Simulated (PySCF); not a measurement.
Stepwise substitution at one centre (B NH2-H). Gas-phase values, no solvent. Strings in code marks are SMILES.

The HOMO–LUMO gap from two functionals at the same geometries (B3LYP-D3(BJ)/def2-TZVP), both in PySCF: PBE-D3(BJ)/def2-TZVP and B3LYP-D3(BJ)/def2-TZVP. B3LYP has the VWN-RPA correlation part, as in Gaussian. 

```
species                              PBE-D3(BJ)/def2-TZVP (eV)  B3LYP-D3(BJ)/def2-TZVP (eV)
-----------------------------------  -------------------------  ---------------------------
0 of 3 NH2 replaced by H (`NB(N)N`)                       5.17                         6.81
1 of 3 NH2 replaced by H                                  5.78                         7.36
2 of 3 NH2 replaced by H (`NB`)                           6.58                         8.40
3 of 3 NH2 replaced by H                                  5.44                         7.52
```

Over these rows, drawn at random from the members with no instability flagged (it was tested for open shells, ions and some series alone), PBE minus B3LYP-D3(BJ): mean -1.78 eV, from -2.09 eV to -1.58 eV.
